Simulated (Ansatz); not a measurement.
Ideal-gas functions of BrH2InS2, SMILES `[SH][In]([SH])[Br]` at 800 K and 1 bar, from an Ansatz frequency run at PBE0-D4/def2-TZVP.

Molar mass 260.87 g/mol, point group Cs (symmetry number 1), electronic degeneracy 1, moments of inertia 290.81, 508.715, 799.525 u Å². Harmonic wavenumbers (cm⁻¹, unscaled): 71, 76, 92, 206, 241, 248, 345, 380, 669, 697, 2706, 2710.

Use S(trans) = R[1.5 ln M + 2.5 ln T − 1.1517]; rotational temperatures θ = 24.2544 K / I; S(rot) = R[ln(√π/σ · √(T³/θAθBθC)) + 1.5]; for each mode x = 1.438777 ν̃/T, S = R[x/(eˣ − 1) − ln(1 − e⁻ˣ)] and H = RT x/(eˣ − 1); 1 cm⁻¹ = 0.0119627 kJ/mol; R = 8.31446 J/(mol·K).

**Question.** By hand: the entropy, in J/(mol·K).

**Answer.** Translation 198.8. Rotation: θ = 0.0834, 0.0477, 0.0303 K, giving 138.1. Vibration, mode by mode: 25.43, 24.87, 23.28, 16.62, 15.33, 15.10, 12.41, 11.64, 7.26, 6.96, 0.38, 0.38, in all 159.7. Electronic 0.0. Sum 496.6 J/(mol·K).

**Question.** By hand: H − E and G − E in kJ/mol, counted from the electronic energy.

**Answer.** Zero-point energy ½ × 8441 × 0.0119627 = 50.5; thermal vibration 51.3; translation, rotation and pV give 4 RT = 26.6. H − E = 128.4 kJ/mol, and G − E = 128.4 − 800 × 496.6/1000 = -268.9 kJ/mol.

Vibration gives 32 % of the entropy, 73.6 J/(mol·K) of it from the modes under 150 cm⁻¹: soft modes count most, and the harmonic formula is weakest for them. The sum counts one conformer and one mirror image; others add a mixing term.
